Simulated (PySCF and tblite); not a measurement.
Values are calculated unless marked as measured or tabulated.
Stationary points of C₅H₉NOSi at GFN2-xTB, in Å:

Structure A

```
 1 C     2.860    0.080   -0.647
 2 C     1.557    0.235    0.057
 3 C     1.335    0.746    1.295
 4 O     0.006    0.722    1.597
 5 C    -0.620    0.186    0.530
 6 N    -1.981    0.054    0.587
 7 Si   -2.987   -0.602   -0.655
 8 C     0.276   -0.133   -0.447
 9 H     3.044   -0.968   -0.877
10 H     2.851    0.632   -1.585
11 H     3.671    0.452   -0.026
12 H     1.992    1.146    2.041
13 H    -2.360    0.383    1.461
14 H    -2.851    0.194   -1.878
15 H    -2.604   -1.990   -0.927
16 H    -4.325   -0.503   -0.079
17 H     0.056   -0.572   -1.398
```

Structure B

```
 1 C     3.094   -0.074   -0.012
 2 C     1.616    0.095   -0.048
 3 C     0.912    1.252   -0.149
 4 O    -0.429    1.002   -0.149
 5 C    -0.572   -0.331   -0.047
 6 N    -1.852   -0.809   -0.025
 7 Si   -3.222    0.249   -0.106
 8 C     0.644   -0.947    0.019
 9 H     3.398   -0.558    0.916
10 H     3.424   -0.701   -0.839
11 H     3.588    0.891   -0.083
12 H     1.214    2.276   -0.226
13 H    -1.915   -1.809    0.049
14 H    -3.203    1.168    1.033
15 H    -3.196    0.993   -1.365
16 H    -4.343   -0.688   -0.041
17 H     0.833   -1.997    0.105
```

Structure C

```
 1 C     3.020   -0.056   -0.330
 2 C     1.597    0.123    0.068
 3 C     1.018    1.216    0.634
 4 O    -0.299    1.010    0.854
 5 C    -0.576   -0.247    0.423
 6 N    -1.880   -0.720    0.495
 7 Si   -3.126    0.007   -0.468
 8 C     0.550   -0.832   -0.071
 9 H     3.461   -0.893    0.210
10 H     3.090   -0.270   -1.395
11 H     3.590    0.843   -0.113
12 H     1.418    2.168    0.922
13 H    -2.135   -1.013    1.429
14 H    -3.415    1.411   -0.153
15 H    -2.650   -0.101   -1.845
16 H    -4.288   -0.830   -0.179
17 H     0.625   -1.817   -0.481
```

Geometries: GFN2-xTB; energies: PBE0/pcSseg-1 + D3(BJ); zero-point and thermal terms from GFN2-xTB harmonic modes (soft modes blended into free rotors).

Which structure is a saddle point, and along which motion?

C: one imaginary mode (87i cm⁻¹ at GFN2-xTB, mostly on Si7, O4, H13), along the rotation about the C5–N6 bond (torsion O4–C5–N6–Si7 from -1° to 180°, rising).

Give their symmetry and energies above the lowest.

A Cs, 0.0 kcal/mol; B Cs, 0.0 kcal/mol; C C1, 2.6 kcal/mol.
